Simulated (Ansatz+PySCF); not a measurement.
Results of a calculation; reference values are marked as such.
# H2O → OH + H

H2O (charge 0, multiplicity 1):
```xyz
3

O     0.0000    0.0000   -0.1197
H     0.0000    0.7542    0.4787
H     0.0000   -0.7542    0.4787
```

OH (charge 0, multiplicity 2):
| atom | x (Å) | y (Å) | z (Å) |
| --- | --- | --- | --- |
| O | 0.0000 | 0.0000 | -0.1085 |
| H | 0.0000 | 0.0000 | 0.8679 |

Shapes relaxed with PBE0/def2-SVP. Single points in def2-SVP with Ansatz (development build ahead of 0.2.0), no zero-point energy. Correlated methods freeze no orbital on H to Be, one on B to Mg, five on Al to Zn, nine on Ga to Sr.

```json
{"method": "HF (restricted)", "reaction energy": "88.09 kcal/mol"}
{"method": "HF (unrestricted)", "reaction energy": "85.63 kcal/mol"}
{"method": "PBE0 (restricted)", "reaction energy": "119.28 kcal/mol"}
{"method": "wB97X (restricted)", "reaction energy": "120.77 kcal/mol"}
{"method": "wB97X (unrestricted)", "reaction energy": "119.72 kcal/mol"}
```

What does PBE0 (unrestricted) give?

118.20 kcal/mol.
